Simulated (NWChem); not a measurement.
System: CH$_{4}$GeO$_{2}$; SMILES [O]1C[O][GeH2]1

```xyz
8

C      0.0000     0.0000     1.6046
O      0.0000     1.1325     0.7215
Ge     0.0000     0.0000    -0.7033
O      0.0000    -1.1325     0.7215
H     -0.9016     0.0000     2.2321
H      0.9016     0.0000     2.2321
H      1.2895     0.0000    -1.5646
H     -1.2895     0.0000    -1.5646
```
Atoms are numbered in this order, from 1.

All runs: NWChem. Medium grid unless said otherwise, to which SCAN and Minnesota functionals are sensitive. Coordinates come from a B3LYP/6-31G* (spherical d) optimisation. Hybrids' shares of exact exchange are those that their runs print; pure functionals count as 0. The functionals differ in more than this share.

```
row               share of exact exchange  orbital gap (eV)
----------------  -----------------------  ----------------
PBE/def2-TZVP                        0.00              4.13
r2SCAN/def2-TZVP                     0.00              4.75
B3LYP/def2-TZVP                      0.20          withheld
PBE0/def2-TZVP                       0.25              6.55
M06-2X/def2-TZVP                     0.54              8.92
```

Problem. Fit a straight line of the last column on the one before it, predict the withheld value, and compare with the run.

Solution. 
1. Means of the 4 shown rows: x = 0.198, y = 6.088. Slope Σ(x − x̄)(y − ȳ)/Σ(x − x̄)² = 1.645/0.1981 = 8.306; intercept 4.447.
2. The shown rows scatter about the line by 0.220 (root mean square); the largest residual is -0.32, at PBE/def2-TZVP.
3. At x = 0.20 (B3LYP/def2-TZVP; inside the shown range) the line gives 6.11.
4. The run gives 6.07, -0.04 from the line, 0.2 times the scatter.
